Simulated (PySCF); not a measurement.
Gas-phase reaction: 2 GeH3 + H2 ⇌ 2 GeH4

Computed with PySCF and rigid-rotor harmonic-oscillator thermochemistry at 1 bar. † marks an energy on the PBE0/def2-TZVP geometry and frequencies; other levels use their own. MP2 and CCSD(T) freeze the core. 6-31G* has spherical d functions here. Open shells (unrestricted): GeH3 (multiplicity 2); the rest are closed-shell singlets. B3LYP is the form with VWN-RPA correlation. Ge: all electrons, no relativistic terms. GeH3: computed as isolated molecules; such fragments, hydroxides, amides, oligomers or adducts are transient or little studied in the gas. MP2 isn't extrapolated to the basis-set limit; its ΔH°(298 K) is -275.3 kJ in def2-SVP and -280.8 kJ in def2-TZVPP. CCSD(T) isn't extrapolated to the basis-set limit; its ΔH°(298 K) is -276.4 kJ in def2-SVP and -281.5 kJ in def2-TZVPP. The harmonic model lacks anharmonicity and excited electronic states, which grow with temperature; levels with a mode under 35 cm⁻¹ are left out.

```csv
level,"ΔE electronic, kJ","ΔH°(298 K), kJ","ΔS°(298 K), J/K","ΔG°(1200 K), kJ"
B3LYP/6-31G*,-277,-262,-155,-69
B3LYP/def2-TZVP†,-281,-265,-155,-71
CCSD(T)/def2-SVP†,-292,-276,-155,-82
MP2/def2-SVP†,-291,-275,-155,-81
PBE/def2-SVP,-291,-276,-156,-82
r2SCAN/def2-TZVP†,-277,-262,-155,-68
```
ΔH° is lowest at CCSD(T)/def2-SVP† and highest at r2SCAN/def2-TZVP†. No reference value is set beside these.
